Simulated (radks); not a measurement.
The thallium ion Tl2+ inside a hard spherical wall (all orbitals vanish at R), configuration held at [Xe] 4f14 5d10 6s1 and not refilled when levels cross. All-electron calculation, scalar-relativistic Kohn-Sham, r2SCAN, spin-unpolarised, spherical densities, finite nucleus; meta-GGA in the generalised Kohn-Sham scheme; Fermi nuclear charge, rms radius 5.4759 fm. Program: a radial shooting solver on a logarithmic mesh with Libxc functionals. Eigenvalues in eV, with the zero of energy where the potential of the charges vanishes at infinity; a dash marks a level that is unbound or too diffuse for the functional's potential to be trusted. A positive occupied level is held by the wall or, in an anion where self-interaction has pushed it up, behind a barrier. The pressure on the wall is -dE/dV.

| R (bohr) | E (hartree) | kinetic (hartree) | e(4f) | e(5p) | e(5d) | e(6s) | e(6p, empty) | e(7s, empty) | pressure (GPa) |
|---|---|---|---|---|---|---|---|---|---|
| free | -20242.0976 | 22786.452 | -133.20 | -96.025 | -33.652 | -25.227 | -15.411 | - | 0 |
| 20 | -20242.0976 | 22786.452 | -133.20 | -96.025 | -33.652 | -25.227 | -15.411 | - | < 0.0001 |
| 15 | -20242.0976 | 22786.452 | -133.20 | -96.025 | -33.652 | -25.227 | -15.411 | - | < 0.0001 |
| 12 | -20242.0976 | 22786.452 | -133.20 | -96.025 | -33.652 | -25.227 | -15.411 | - | < 0.0001 |
| 10 | -20242.0976 | 22786.452 | -133.20 | -96.025 | -33.652 | -25.227 | -15.410 | -7.846 | < 0.0001 |
| 6 | -20242.0967 | 22786.465 | -133.16 | -95.990 | -33.619 | -25.181 | -15.147 | -3.419 | 0.143 |
| 5 | -20242.0888 | 22786.545 | -132.97 | -95.808 | -33.451 | -24.904 | -14.266 | 3.081 | 1.80 |
| 4 | -20242.0210 | 22787.067 | -131.88 | -94.815 | -32.532 | -23.193 | -10.627 | 20.521 | 24.3 |
| 3.5 | -20241.8685 | 22788.055 | -130.07 | -93.247 | -31.034 | -20.222 | -5.483 | 39.699 | 97.0 |
| 2.5 | -20239.7312 | 22799.123 | -115.70 | -81.696 | -18.508 | 6.961 | 33.277 | 147.91 | 2210 |
| 2 | -20233.2088 | 22828.356 | -90.531 | -61.531 | 6.370 | 65.336 | 106.49 | 312.59 | 14600 |
